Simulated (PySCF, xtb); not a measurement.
In(F)(Cl)(OMe) (CH3ClFInO), SMILES C[O][In]([F])[Cl]. One conformer was computed; it need not be the lowest.

Harmonic wavenumbers (cm⁻¹) from GFN2-xTB (xtb) at its own minimum, in rising order: 49, 51, 72, 84, 151, 211, 278, 345, 362, 1021, 1116, 1128, 1391, 1437, 1462, 2892, 2898, 2927.

Problem. What does PBE0-D3(BJ)/def2-SVP (PySCF) give at its own minimum? (Estimate from the structure and the level; the computed values follow.)

Solution. 39, 73, 82, 116, 128, 243, 375, 554, 635, 1133, 1169, 1193, 1464, 1472, 1480, 3002, 3083, 3105. Paired by order, the mean absolute difference is 85 cm⁻¹ and the zero-point energies are 25.6 and 27.7 kcal/mol.
